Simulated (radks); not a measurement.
Results of a calculation; reference values are marked as such.
Q: Numerical settings for neutral technetium, [Kr] 4d5 5s2. Code: a radial shooting solver on a logarithmic mesh with Libxc functionals. Model: scalar-relativistic Kohn-Sham, LDA (Slater exchange, Perdew-Wang correlation), spin-polarised, spherical densities, finite nucleus; open shells are filled with parallel spins first (spin-orbit coupling, left out, can overturn this in heavy ions); Fermi nuclear charge, rms radius 4.4112 fm. The defaults (mesh step 0.008 in ln r, mesh end at 40 bohr or more with all orbitals vanishing there, Anderson mixing 0.5 over 9 steps, residual threshold near 1e-9 with the energy settled to 1e-9 hartree or 1e-11 of itself, here a cap of 96 iterations) give E = -4281.3291 hartree and 5s at -4.527 eV in 13 iterations. Run on one thread of a shared host, so times are rough (Arm Neoverse V1): 0.19 s of CPU time, 0.19 s wall, 13 iterations on 2437 mesh points. One setting is changed at a time: mesh step in ln r 0.08; mesh step in ln r 0.2; mesh step in ln r 0.02; mesh end (bohr) 1; mesh end (bohr) 3; residual threshold 1e-13; residual threshold 1e-05; mixing 2.5; linear mixing, mixing 0.05; linear mixing, mixing 0.2; mixing history 2; iteration cap 2. Which runs fail to converge, and which converge to a wrong energy?

A: Not converged within the cap: mesh step in ln r 0.08; mesh step in ln r 0.2; linear mixing, mixing 0.05; iteration cap 2. Settled on a wrong energy, with an occupied level pushed above zero by the early mesh end: mesh end (bohr) 1 (+245 hartree); mesh end (bohr) 3 (+2.44 hartree). Apart from these: no run marked as converged misses the energy by more than 1 mhartree.
